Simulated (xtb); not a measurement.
Mg(F)(NMe2) (C2H6FMgN), SMILES C[N](C)[Mg][F]. All values are semi-empirical tight-binding results from xtb (GFN2-xTB unless named), good for trends rather than for accurate numbers. Geometry optimised at GFN2-xTB. One conformer was computed; it need not be the lowest.

Optimised geometry:

```xyz
11

Mg    -0.7252     0.7313    -0.7525
F      0.1824     2.0717    -0.1430
N     -0.1883    -0.9873    -0.0157
C     -0.3574    -0.9810     1.4133
C      1.1831    -1.2636    -0.3522
H     -0.0794    -1.9658     1.8060
H      0.2715    -0.2295     1.9209
H     -1.4051    -0.7887     1.6555
H      1.8898    -0.5278     0.0688
H      1.4529    -2.2481     0.0475
H      1.2958    -1.2831    -1.4385
```

For metal compounds this method's bond lengths and energies can be far off.

Question: Estimate the properties. (Estimate from the structure and the level; the computed values follow.)

Answer: 
point group as xtb finds it: Cs
orbital gap: 1.47 eV
zero-point energy: 50.3 kcal/mol
G − E(el) at 298.15 K (modified RRHO): 30.6 kcal/mol

Computed atomic charges and the Wiberg bond orders between heavy atoms:
charges (e) Mg1 0.43, F2 -0.40, N3 -0.24, C4 -0.03, C5 -0.03, H6 0.05, H7 0.05, H8 0.05, H9 0.05, H10 0.05, H11 0.05. Bond orders Mg1–F2 0.94, Mg1–N3 0.96, N3–C4 1.05, N3–C5 1.05.
